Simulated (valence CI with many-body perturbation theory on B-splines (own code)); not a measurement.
# E1 transitions of Ge18+

Calculated by configuration interaction combined with many-body perturbation theory (CI+MBPT): four valence electrons over a frozen Dirac-Fock core [Ne], a basis of 11 s, 11 p, 10 d, 8 f, 5 g, 2 h functions for each j, with the one-electron correlation potential Σ1 (screened to all orders), the two-electron term Σ2, the three-electron term Σ3, Breit, model QED; selected single and double excitations, second order for the rest, scaled by the run's own slope (own B-spline code, finite nucleus).

No measured spectrum was set against this ion. As an estimate, levels of excited configurations hold to 0.05 to 0.15 % of their energy, terms of the ground configuration to about 0.5 %. Among the levels kept, up to 820 cm⁻¹ of a level comes from second order outside the variational space, and about a tenth of that is noise between levels of different J, which matters for small intervals.

Lines 151 to 200 of 559 in falling wavelength, among levels below 1761500 cm⁻¹, chosen from the strongest by gf and those to the six lowest levels. Wavelengths and rates use the calculated energies, so an error of 300 cm⁻¹ moves a line at 186.0 Å by 0.056 % and its rate by three times that or more. Electric multipoles are in the length gauge, E1 and E2 with the static RPA response of the core. Weak lines are less certain than strong ones. Lines between different terms over intervals too small for the method are left out, as are lines whose strength nearly cancels. Where a level lies close to another of its J and parity, the split of strength between their lines is uncertain. The highest levels of a list are the least certain.

Names give the largest LS component (configuration and term), which can be under half, so a name can repeat, a term be missing and a line seem to break the LS rules; names also repeat where a configuration has a term twice. Letters in brackets count levels of one name in rising energy.

```
λ vac (Å)               Upper               Lower   A (s⁻¹)  S (a.u.) with core polarisation  S without
    186.0    3p3 3d 3F°_4 [a]      3s 3p2 3d 5F_4  4.38e+09                         1.25e-01   1.29e-01
    185.9  3s 3p2 3d 3D_1 [d]     3s2 3p 3d 3P°_0  1.92e+10                         1.82e-01   1.88e-01
    185.8  3s 3p2 3d 1P_1 [a]     3s2 3p 3d 3F°_2  1.25e+10                         1.18e-01   1.22e-01
    185.7  3s 3p2 3d 1D_2 [a]     3s2 3p 3d 3P°_2  6.77e+09                         1.07e-01   1.10e-01
    185.3     3s 3p 3d2 3D°_3  3s 3p2 3d 3D_3 [b]  3.29e+09                         7.23e-02   7.45e-02
    185.2        3p3 3d 5D°_2      3s 3p2 3d 5F_3  1.09e+10                         1.71e-01   1.77e-01
    184.5    3p3 3d 3D°_2 [b]  3s 3p2 3d 3P_2 [a]  4.67e+09                         7.24e-02   7.46e-02
    184.2  3s 3p2 3d 3P_2 [b]     3s2 3p 3d 3F°_3  4.65e+09                         7.17e-02   7.39e-02
    184.1     3s 3p 3d2 3D°_3  3s 3p2 3d 3P_2 [b]  1.92e+10                         4.14e-01   4.27e-01
    184.0    3p3 3d 3D°_1 [c]  3s 3p2 3d 3P_0 [b]  1.09e+10                         1.01e-01   1.04e-01
    183.9    3p3 3d 3D°_2 [c]  3s 3p2 3d 3P_1 [b]  1.57e+10                         2.41e-01   2.48e-01
    183.8      3s 3p2 3d 3G_3        3s 3p3 1D°_2  3.46e+09                         7.43e-02   7.66e-02
    183.5    3p3 3d 3D°_1 [c]  3s 3p2 3d 3D_2 [b]  8.35e+09                         7.63e-02   7.87e-02
    183.4        3p3 3d 5D°_1      3s 3p2 3d 5F_2  1.19e+10                         1.08e-01   1.12e-01
    182.9    3p3 3d 1F°_3 [a]      3s 3p2 3d 1G_4  1.21e+10                         2.56e-01   2.64e-01
    182.5     3s 3p 3d2 3D°_3  3s 3p2 3d 3F_4 [b]  7.52e+09                         1.58e-01   1.63e-01
    182.5     3s2 3p 3d 3D°_1        3s2 3p2 1S_0  3.55e+07                         3.19e-04   3.26e-04
    182.0            3p4 3P_2        3s 3p3 5S°_2  2.04e+08                         3.03e-03   3.13e-03
    181.9    3p3 3d 3D°_2 [a]            3p4 3P_1  4.29e+09                         6.38e-02   6.57e-02
    181.9  3s 3p2 3d 1P_1 [b]     3s2 3p 3d 3P°_0  7.47e+09                         6.65e-02   6.86e-02
    181.8     3s 3p 3d2 3G°_4  3s 3p2 3d 3D_3 [b]  3.39e+09                         9.06e-02   9.32e-02
    181.5        3p3 3d 5D°_2      3s 3p2 3d 5F_2  1.20e+10                         1.77e-01   1.82e-01
    181.2    3p3 3d 1D°_2 [c]  3s 3p2 3d 1P_1 [a]  5.57e+09                         8.17e-02   8.42e-02
    181.2        3p3 3d 5D°_3      3s 3p2 3d 5F_3  8.46e+09                         1.74e-01   1.79e-01
    180.8        3p3 3d 5D°_1      3s 3p2 3d 5F_1  1.15e+10                         1.00e-01   1.04e-01
    180.2  3s 3p2 3d 1P_1 [b]     3s2 3p 3d 1D°_2  1.82e+10                         1.57e-01   1.62e-01
    180.0  3s 3p2 3d 3D_2 [c]     3s2 3p 3d 3F°_3  1.72e+10                         2.48e-01   2.56e-01
    179.3  3s 3p2 3d 1D_2 [c]     3s2 3p 3d 1P°_1  3.06e+10                         4.35e-01   4.48e-01
    179.2  3s 3p2 3d 3P_2 [c]     3s2 3p 3d 3D°_3  3.66e+10                         5.21e-01   5.37e-01
    179.1  3s 3p2 3d 3F_4 [c]     3s2 3p 3d 3F°_4  4.42e+10                         1.13e+00   1.16e+00
    178.5  3s 3p2 3d 3D_3 [c]     3s2 3p 3d 3F°_4  4.54e+10                         8.91e-01   9.19e-01
    178.4     3s 3p 3d2 3F°_3      3s 3p2 3d 1G_4  3.82e+09                         7.50e-02   7.73e-02
    178.3  3s 3p2 3d 3D_2 [d]     3s2 3p 3d 3D°_1  4.87e+09                         6.82e-02   7.02e-02
    178.1  3s 3p2 3d 3D_3 [a]        3s 3p3 1D°_2  3.86e+09                         7.53e-02   7.76e-02
    177.8    3p3 3d 3D°_1 [b]  3s 3p2 3d 3F_2 [a]  1.30e+10                         1.08e-01   1.11e-01
    177.7  3s 3p2 3d 3F_3 [c]     3s2 3p 3d 3F°_3  2.88e+10                         5.59e-01   5.77e-01
    177.7    3p3 3d 3D°_2 [c]  3s 3p2 3d 3F_3 [b]  5.36e+09                         7.42e-02   7.65e-02
    177.6     3s 3p 3d2 3D°_3  3s 3p2 3d 3D_2 [b]  6.21e+09                         1.20e-01   1.24e-01
    177.4  3s 3p2 3d 1D_2 [b]     3s2 3p 3d 3D°_1  1.08e+10                         1.49e-01   1.54e-01
    177.1        3s 3p3 3S°_1        3s2 3p2 3P_2  5.50e+10                         4.52e-01   4.67e-01
    177.0  3s 3p2 3d 3F_2 [c]     3s2 3p 3d 3F°_3  2.43e+10                         3.33e-01   3.43e-01
    176.7        3s 3p3 1P°_1        3s2 3p2 1D_2  4.85e+10                         3.96e-01   4.08e-01
    176.7  3s 3p2 3d 3D_3 [d]     3s2 3p 3d 3P°_2  1.88e+10                         3.58e-01   3.69e-01
    175.6  3s 3p2 3d 3P_2 [c]     3s2 3p 3d 1D°_2  1.54e+10                         2.06e-01   2.13e-01
    175.3  3s 3p2 3d 3P_1 [a]        3s 3p3 3P°_2  1.46e+10                         1.16e-01   1.20e-01
    175.2    3p3 3d 1F°_3 [b]      3s 3p2 3d 1G_4  4.84e+09                         9.00e-02   9.27e-02
    175.1     3s 3p 3d2 3G°_5  3s 3p2 3d 3F_4 [b]  8.98e+09                         2.62e-01   2.69e-01
    174.7    3p3 3d 3D°_3 [b]  3s 3p2 3d 3F_4 [a]  1.46e+10                         2.69e-01   2.77e-01
    174.7     3s 3p 3d2 3F°_2      3s 3p2 3d 3G_3  7.22e+09                         9.49e-02   9.77e-02
    174.6  3s 3p2 3d 3D_2 [d]     3s2 3p 3d 3P°_2  8.00e+09                         1.05e-01   1.08e-01
```
